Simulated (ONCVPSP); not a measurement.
# Ga: one change to an ONCV potential, before and after

ONCVPSP 4.0.1 input, shortened (lines: element, Z, core and valence counts, functional; n l f; lmax; l rc ep ncon nbas qcut; lloc lpopt rc5 dvloc0; l nproj debl; icmod fcfact rcfact), PBEsol, scalar-relativistic:

```
  Ga 31.00    5    3  -116133      upf
    1    0    2.00
    2    0    2.00
    2    1    6.00
    3    0    2.00
    3    1    6.00
    3    2   10.00
    4    0    1.00
    4    1    2.00
    2
    0    1.75    0.00    4    7    4.10
    1    2.05    0.00    4    7    3.80
    2    0.85    0.00    5    9   22.20
    2    5    0.85    0.00
    0    2    1.40
    1    2    1.00
    2    0    0.60
    3    3.50    1.70
```

Change: d: qcut 12.4.

Cutoffs: the cutoffs (Ha) at which the residual kinetic energy of the hardest occupied pseudo-wave falls to 1 and 0.1 mHa per electron; they do not see the model core or the augmentation charge, which bear on the density cutoff. Errors are all-electron minus pseudo energies relative to the spin-unpolarised reference configuration.

Predict the effect on cutoff, ghosts and configuration errors.

The potential gets harder (168 Ha and 192 Ha → 392 Ha and 437 Ha); both files keep a bound ghost (p, s); the errors of the 4 common tests hardly move; the range in which the s phases agree widens (upper end 3.1 → 4.2).

| quantity | base | changed |
| --- | --- | --- |
| cutoff, loose | 168 Ha | 392 Ha |
| cutoff, tight | 192 Ha | 437 Ha |
| loose cutoff by channel | s 7.6 Ha, p 5.0 Ha, d 168 Ha | s 7.6 Ha, p 5.0 Ha, d 392 Ha |
| bound ghosts | s, p | s, p |
| GHOST(+) flags under 300 eV | s at 94.8 eV | none |
| error for 3d10 4s2 4p1, meV [ΔE -6.55 eV] | -3.6 | -3.5 |
| error for 3d10 4s2 4p0, meV [ΔE -0.87 eV] | -3.8 | -3.7 |
| error for 3d10 4s1 4p0, meV [ΔE 20.27 eV] | -18 | -18 |
| error for 3d9 4s2 4p1, meV [ΔE 21.16 eV] | -376 | -389 |
| s: phases at 1.78 bohr within 0.05 rad from the reference energy up to (Ha; the scan ends near 5) | 3.1 | 4.2 |
| p: phases at 2.08 bohr within 0.05 rad from the reference energy up to (Ha; the scan ends near 5) | 3.2 | 3.4 |
| d: phases at 0.86 bohr within 0.05 rad from the reference energy up to (Ha; the scan ends near 5) | to the end of the scan | 3.9 |
| rms error of d²Exc/dni dnj with the model core, mHa | 1.25 | 1.24 |

 A true bound ghost makes a file unfit for plane-wave use even where its test errors are small: the radial tests pick states by their node count and pass the ghost by.
